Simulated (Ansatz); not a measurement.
This geometry of AlCl2H3Si + H2 (9 atoms, charge 0, multiplicity 1) is a first-order saddle point.

Theory: RKS B3LYP-D4/6-31G* (Ansatz).

```xyz
9
Properties=species:S:1:pos:R:3
Al -1.015 0.832 -0.013
Si 1.132 -0.660 -0.129
Cl -1.902 0.875 -1.917
Cl -0.605 2.526 1.160
H -0.664 -0.646 0.632
H -1.711 -0.409 0.948
H 1.909 0.311 -0.951
H 1.854 -0.894 1.150
H 1.003 -1.936 -0.879
```

**Question.** Which two structures does it join? (They come from a converged band through this point; their orientation in space is the band's.)

**Answer.** Bonds broken: Al1–Si2, H5–H6. Bonds formed: Al1–H6, Si2–H5. AlCl2H3Si + H2 becomes AlCl2H + H4Si.

Initial state:

```xyz
9
Properties=species:S:1:pos:R:3
Al -0.462 1.060 -0.373
Si 1.456 -0.441 -0.387
Cl -1.952 0.978 -1.866
Cl -0.677 2.580 1.078
H -1.673 -1.166 1.382
H -2.289 -0.750 1.345
H 2.572 0.172 -1.160
H 1.928 -0.695 1.001
H 1.097 -1.738 -1.021
```

Final state:

```xyz
9
Properties=species:S:1:pos:R:3
Al -1.563 0.798 0.236
Si 1.311 -0.785 -0.136
Cl -1.733 0.802 -1.876
Cl -0.503 2.411 1.107
H -0.097 -0.560 0.362
H -2.517 -0.091 1.108
H 1.708 0.402 -0.919
H 2.139 -0.964 1.078
H 1.253 -2.013 -0.960
```

**Question.** How far does it lie above each of them?

**Answer.** 1.56 eV above the first and 1.82 eV above the second. This is the barrier of this one path; another mechanism may lie lower. The orbitals stay closed-shell, which can raise the energy where a bond breaks towards radicals; this wasn't checked here.

The run took 100 s on 2 threads of Intel(R) Xeon(R) Platinum 8375C CPU @ 2.90GHz (Ice Lake), on a shared host, peak memory 0.21 GiB.
